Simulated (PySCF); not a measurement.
## Molecular orbitals of SrCd⁺

LDA at R = 3.567 Å; PySCF, scalar-relativistic core potentials, basis sets Sr def2-SVPD with ECP28, Cd def2-SVPD with ECP28. State: ²Σ⁺ (doublet), unpaired electrons σ ↑. Only the outer orbitals are listed, counted within each symmetry, core potentials removing the inner ones.

```
spin  orbital  occ.  ε (eV)  on Sr (%)   main shells (%)
   α       5σ     1  -16.25          0          100 Cd d
   α       3π     1  -16.22          0          100 Cd d
   α       3π     1  -16.22          0          100 Cd d
   α       1δ     1  -16.18          0          100 Cd d
   α       1δ     1  -16.18          0          100 Cd d
   α       6σ     1  -10.65         16  82 Cd s, 10 Sr s
   α       7σ     1   -8.17         86   84 Sr s, 9 Cd s
   α       4π     0   -6.69         88  86 Sr d, 12 Cd p
   α       4π     0   -6.69         88  86 Sr d, 12 Cd p
   α       8σ     0   -6.61         80  79 Sr d, 15 Cd p
   β       5σ     1  -16.22          0          100 Cd d
   β       3π     1  -16.19          0          100 Cd d
   β       3π     1  -16.19          0          100 Cd d
   β       1δ     1  -16.16          0          100 Cd d
   β       1δ     1  -16.16          0          100 Cd d
   β       6σ     1  -10.54         14           85 Cd s
   β       7σ     0   -7.56         84   83 Sr s, 8 Cd s
   β       4π     0   -6.32         81  78 Sr d, 18 Cd p
   β       4π     0   -6.32         81  78 Sr d, 18 Cd p
```

Question: Which are the highest filled and the lowest empty level, where do they sit, and how wide is the gap?

Answer: Highest filled α 7σ at -8.17 eV (in %: 84 Sr s, 9 Cd s); lowest empty β 7σ at -7.56 eV (in %: 83 Sr s, 8 Cd s); the gap at LDA is 0.61 eV.

```
bond order (Mayer)                                                                                                 : 0.50
⟨S²⟩                                                                                                               : 0.750
charge on Sr (Mulliken, basis-dependent)                                                                           : 0.82
charge on Sr (Löwdin, basis-dependent)                                                                             : 0.63
dipole moment (positive dipole points towards Cd; it is taken about the centre of mass and depends on that origin) : -6.37 D
polarisability along the bond                                                                                      : 187.8 bohr³
polarisability across the bond                                                                                     : 108.6 bohr³
```

Spin–orbit coupling is left out. The state was picked by a PBE0 search and need not be the measured ground state.
